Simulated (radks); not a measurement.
All-electron atom: Xe XXIII in [Ar] 3d10 4s2 4p2 (the NIST ground configuration). Calculated with a radial shooting solver on a logarithmic mesh with Libxc functionals: Dirac Kohn-Sham, BLYP, spin-unpolarised, spherical densities, finite nucleus; open shells fill j = l - 1/2 first; Fermi nuclear charge, rms radius 4.7859 fm.

X-ray form factor f0, the Fourier transform of the density (f0(0) = 32):

| sin(theta)/lambda (1/angstrom) | f0 (electrons) |
|---|---|
| 0.05 | 31.932 |
| 0.1 | 31.730 |
| 0.15 | 31.399 |
| 0.2 | 30.948 |
| 0.25 | 30.388 |
| 0.3 | 29.733 |
| 0.4 | 28.197 |
| 0.5 | 26.466 |
| 0.6 | 24.654 |
| 0.8 | 21.128 |
| 1 | 18.012 |
| 1.25 | 14.763 |
| 1.5 | 12.110 |
| 2 | 8.335 |
